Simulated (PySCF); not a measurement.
Ions at one geometry of [Lu(H2O)6]3+

PySCF 2.14.0, RKS PBE0, Lu def2-SVP with ECP28, O def2-SVP, H def2-SVP; non-relativistic Hamiltonian with scalar-relativistic core potentials where named; density fitting; no spin-orbit coupling; singlets restricted, open shells unrestricted. The geometry is relaxed for charge +3, singlet, vacuum (a saddle point, kept by symmetry):

```xyz
19

Lu    0.0000    0.0000    0.0000
O     0.0000    0.0000    2.2636
H     0.5546    0.5321    2.8662
H    -0.5546   -0.5321    2.8662
O     0.0000    0.0000   -2.2636
H     0.5546   -0.5321   -2.8662
H    -0.5546    0.5321   -2.8662
O     2.2554    0.0000    0.0000
H     2.8538   -0.5462    0.5462
H     2.8538    0.5462   -0.5462
O     0.0000    2.2636    0.0000
H     0.5546    2.8662    0.5321
H    -0.5546    2.8662   -0.5321
O    -2.2554    0.0000    0.0000
H    -2.8538    0.5462    0.5462
H    -2.8538   -0.5462   -0.5462
O     0.0000   -2.2636    0.0000
H    -0.5546   -2.8662    0.5321
H     0.5546   -2.8662   -0.5321
```

Energies count from the relaxed state; an electron taken off or put on is at rest in vacuum. Charges and spins are Mulliken's.

```csv
state,energy (eV),spin squared,charge on Lu1 (e),spin on Lu1 (e),dipole about the centre of mass (D)
"charge +3, singlet, vacuum",0.00,0.00,1.43,0.00,0.00
"charge +2, doublet, vacuum",-10.85,0.75,0.75,0.70,0.00
```

Q: What does the state charge +4, doublet, vacuum give?

A: energy (eV) 24.71, spin squared 0.76, charge on Lu1 (e) 1.49, spin on Lu1 (e) -0.07, dipole about the centre of mass (D) 0.00.

With an electron taken off (doublet) the charges change, summed by element, by Lu +0.06 e, O +0.50 e, H +0.43 e. The vertical ionisation energy is 24.71 eV, against −ε(HOMO) = 22.75 eV of the relaxed state. The level lies 2.0 eV too high, as is usual for semilocal functionals and global hybrids, which keep a self-interaction error.

With an electron put on (doublet) the charges change, summed by element, by Lu -0.68 e, O +0.23 e, H -0.55 e. The vertical electron affinity is 10.85 eV, against −ε(LUMO) = 12.46 eV of the relaxed state.

Open shells may have lower solutions than those found.
